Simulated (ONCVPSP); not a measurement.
Kr (Z = 36): excitation energies, all-electron against ONCV

ONCVPSP 4.0.1 input, shortened (lines: element, Z, core and valence counts, functional; n l f; lmax; l rc ep ncon nbas qcut; lloc lpopt rc5 dvloc0; l nproj debl; icmod fcfact rcfact), PBE, scalar-relativistic:

```
  Kr 36.00    3    5        4      upf
    1    0    2.00
    2    0    2.00
    2    1    6.00
    3    0    2.00
    3    1    6.00
    3    2   10.00
    4    0    2.00
    4    1    6.00
    2
    0    0.90    0.00    5   10   11.50
    1    0.90    0.00    4    7   19.60
    2    0.75    0.00    3    8   20.20
    4    4    0.60    4.00
    0    2    2.90
    1    2    3.20
    2    1    1.70
    3    4.00    1.65
```

Energies are relative to the spin-unpolarised reference configuration 3s2 3p6 3d10 4s2 4p6; without spin polarisation the order of configurations can differ from experiment.

(1) Give the all-electron excitation energy and the error of the potential for: 3s2 3p6 3d10 4s2 4p5; 3s2 3p6 3d10 4s2 4p4; 3s2 3p6 3d10 4s2 4p3; 3s2 3p6 3d10 4s2 4p5.5.

Levels in the configuration 3s2 3p6 3d10 4s2 4p5.5:

```
level  all-electron (eV)  pseudo (eV)
   3s           -269.699     -269.699
   3p           -200.919     -200.916
   3d            -87.125      -87.130
   4s            -28.350      -28.348
   4p            -14.238      -14.237
```

Answers

(1)

```tsv
valence configuration	charge	ΔE all-electron (eV)	error AE − PS (meV)
3s2 3p6 3d10 4s2 4p5	+1	14.289	-0.9
3s2 3p6 3d10 4s2 4p4	+2	39.464	-3.0
3s2 3p6 3d10 4s2 4p3	+3	76.539	-6.6
3s2 3p6 3d10 4s2 4p5.5	+0.5	5.856	-0.3
```
